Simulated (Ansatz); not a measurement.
Coupled-cluster diagnostics for the cluster SbAs2⁺, Ansatz.

Geometry of the singlet (r2SCAN-D4/def2-TZVP):

```xyz
3

As   -0.265   -0.223    1.338
As    1.054   -0.740   -0.500
Sb   -0.790    0.964   -0.838
```

In the def2 sets Sb takes a core potential; there is no spin–orbit coupling. Correlated methods freeze 22 core orbitals; core or outer-core shells of As, Sb are correlated, in sets that lack core-valence functions. The structure comes from a short search, and lower isomers may exist.

Problem. Estimate the CCSD(T) correlation energy, the shares of MP2 and (T), T1 and the reference's ⟨S²⟩ for: charge 1, singlet, own geometry in def2-TZVPP; and the rough time on 4 threads of Arm Neoverse V2 on a shared host.

Solution. 
```
                          state       basis  correlation (eV)  MP2 share (%)  (T) share (%)     T1  ⟨S²⟩ (pure)  wall time                  remarks
charge 1, singlet, own geometry  def2-TZVPP           -22.951           98.2            4.7  0.013  0.00 (0.00)       12 s  restricted SCF unstable
```
Customary marks for T1 are 0.02 (closed shells), 0.045 (open shells) and about 0.05 (3d metals). T1 stays under 0.02 throughout.
